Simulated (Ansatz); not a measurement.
Born–Oppenheimer molecular dynamics of CH$_{8}$BNO$_{2}$ (13 atoms, charge 0, multiplicity 1). It starts from a rough guess of a transition structure, not a stationary point.

The calculation used UKS CAM-B3LYP-D4/STO-3G (Ansatz 0.2.0).

* ensemble: NVE (velocity Verlet)
* time step: 0.5 fs
* steps asked: 150
* starting velocities drawn for: 300 K
* seed: 436098

First frame:

```xyz
13
Properties=species:S:1:pos:R:3
B -0.260 -0.903 0.634
H 0.564 -1.760 -0.315
O 0.144 -1.127 1.917
O -1.582 -0.893 0.296
H 1.000 -0.908 -0.544
N 0.782 0.356 -0.132
C 0.186 1.419 -0.915
H -0.553 -1.466 2.477
H -1.792 -0.526 -0.559
H 1.427 0.729 0.554
H -0.443 2.087 -0.316
H 0.960 2.019 -1.402
H -0.434 0.972 -1.695
```

Question: How far do the bonds stretch over the last three quarters of this one trajectory? (Pairs bonded in most of those frames.)

Answer: 
```tsv
bond	mean (Å)	spread (Å)	shortest	longest
B1–H2	1.205	0.097	1.05	1.35
B1–O3	1.408	0.076	1.29	1.53
B1–O4	1.407	0.073	1.29	1.53
O3–H8	1.025	0.038	0.95	1.08
O4–H9	1.020	0.037	0.95	1.08
H5–N6	1.060	0.022	1.01	1.10
N6–C7	1.514	0.020	1.48	1.57
N6–H10	1.062	0.045	0.99	1.14
C7–H11	1.107	0.021	1.07	1.14
C7–H12	1.110	0.036	1.04	1.17
C7–H13	1.106	0.028	1.05	1.15
```

Pairs bonded in part of these frames only: B1–N6 11 %.

Mean temperature of the second half: 1130 K. The conserved energy stayed within 0.77 meV per atom of its start (net change -0.23 meV per atom), so the integration is sound. The kinetic energy rose, since the run started high on the potential surface and went downhill. It ends in pieces (BH3O2 + CH5N), so much of that is their flight and rotation, not heat. A run of 0.075 ps of so small a system gives no equilibrium averages. The orbitals were unrestricted but ended closed-shell. Limits of this set-up: minimal basis.

Run time: 9.5 min on 1 thread of Arm Neoverse V1 (shared host), peak memory 0.14 GiB.
